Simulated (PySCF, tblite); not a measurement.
Species: C5H7BF (doublet state).
Cartesian coordinates in Å at the GFN2-xTB level; atoms count from 1:
```xyz
14
C5H7BF angstrom
C      2.593   -0.156   -0.620
C      1.135    0.033   -0.489
B      0.286   -0.400    0.676
C     -1.201   -0.101    0.619
C     -2.423   -0.115    1.100
F     -3.283   -0.431    2.049
C     -2.339    0.527   -0.217
H      2.828   -0.709   -1.534
H      3.012   -0.682    0.233
H      3.093    0.813   -0.721
H      0.687    0.540   -1.338
H      0.735   -0.950    1.609
H     -2.709    0.008   -1.095
H     -2.414    1.607   -0.295
```

Jobs on this species (14 atoms, 51 electrons) with PySCF (density fitting) and tblite. Hardware of each: one thread, Intel Xeon at 2.50 GHz (x86_64) (shared host). The host was shared with other jobs, so the times are rough.

| level and settings | work | basis functions | SCF cycles | wall time |
| --- | --- | --- | --- | --- |
| UKS B3LYP, pcH-1 on B C F H, non-relativistic, mean-field spin-orbit, GIAO | unrestricted SCF, g, hyperfine, density and orbital grids written | 245 | ? | ? |
| GFN2-xTB | L-BFGS relaxation | – | – | 1.5 s |
| GFN2-xTB | Hessian by finite differences | – | – | 1.0 s |

Question: Fill in the missing figures.

Answer: 
- UKS B3LYP, pcH-1 on B C F H, non-relativistic, mean-field spin-orbit, GIAO; unrestricted SCF, g, hyperfine, density and orbital grids written: 1.8 min, 15 SCF cycles

Question: What do all jobs in the table cost together?

Answer: About 1.8 min; the longest takes about 98 % of that, and about 110 times as long as the shortest.
